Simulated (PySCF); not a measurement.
Compound: C7H4ClF3O.
Bonds: F1–C2, C2–F3, C2–F4, C2–O5, O5–C6, C6–C7 (aromatic), C7–C8 (aromatic), C8–C9 (aromatic), C9–Cl10, C9–C11 (aromatic), C11–C12 (aromatic), C6–C12 (aromatic). Hydrogens: H13 on C7; H14 on C8; H15 on C11; H16 on C12.

Method used: PySCF, PBE0-D3(BJ)/def2-SVP geometry optimisation, gas phase.

Q: What internal coordinates does the optimisation give?

A: 
```csv
bond,length (bohr),order
"F1–C2, C2–F3",2.519,single
C2–F4,2.488,single
C2–O5,2.542,single
O5–C6,2.606,single
"C6–C7, C6–C12",2.634,aromatic
"C7–C8, C11–C12",2.629,aromatic
"C8–C9, C9–C11",2.634,aromatic
C9–Cl10,3.270,single
"C7–H13, C12–H16",2.060,single
"C8–H14, C11–H15",2.061,single
```

Bonds in one row agree within 0.02 bohr and their mean is given. Orders are formal, as drawn. A selection of angles:
```csv
angle,degrees
F1–C2–F3,107.4
F1–C2–F4,108.8
F1–C2–O5,112.3
F4–C2–O5,107.6
C2–O5–C6,122.0
O5–C6–C7,114.9
O5–C6–C12,124.5
C7–C6–C12,120.6
C6–C7–C8,120.1
C6–C7–H13,118.9
C8–C7–H13,121.1
C7–C8–C9,119.5
C7–C8–H14,120.6
C9–C8–H14,119.9
C8–C9–Cl10,120.0
C8–C9–C11,120.3
C12–C11–H15,120.0
C11–C12–H16,119.4
C6–C12–H16,121.4
```

Torsions: F1–C2–O5–C6 55° (synclinal); C2–O5–C6–C7 -168° (antiperiplanar). The mirror-image conformer, all signs reversed, is as good.

The 2 C–O bonds span 1.345 Å (C2–O5, drawn single) to 1.379 Å (O5–C6, drawn single), a spread of 0.034 Å. Of the pairs four or more bonds apart, F3···H16 is among the closest relative to their van der Waals radii: 2.39 Å, 89 % of the sum of Bondi's values. The 6-membered ring C6–C7–C8–C9–C11–C12 has internal angles of 119.2° to 120.6° (sum 720°, against 720° for a flat polygon); it is planar, 0.00 Å rms from its mean plane, widest ring torsion 0°.

Point group: near Cs, missed by 0.36 Å at most; the miss may be what the optimiser left on a soft mode. Stationary, but not proved a minimum. The numbers are those of one conformer.
